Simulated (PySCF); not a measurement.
Coordinates in bohr (charge 0 multiplicity 1):
```
I    -0.0740    0.0000   -0.4616
O    -2.7311    0.0000    1.6328
F     2.7952    0.0000    1.7502
```

Computed with PBE0 in PySCF with I def2-TZVP with ECP28, O def2-TZVP, F def2-TZVP; scalar-relativistic core potentials, no spin–orbit coupling; density-fitted integrals.

This geometry of IOF is a stationary point at this level.

What is the point group?

Cs.

Is it a minimum?

Yes: all harmonic wavenumbers are real.

Which band is strongest in the infrared?

590 cm⁻¹ (a'), 89 km/mol.

What are the dipole moment and the gap between the highest occupied and lowest empty levels?

3.52 D and 3.87 eV.

Give the ideal-gas entropy at 298.15 K and 1 bar by parts.

translation 172.3, rotation 100.9, vibration 10.8, spin 0.0; total 284.0 J/(mol K).

Only a few start shapes were tried, so a lower isomer may exist.
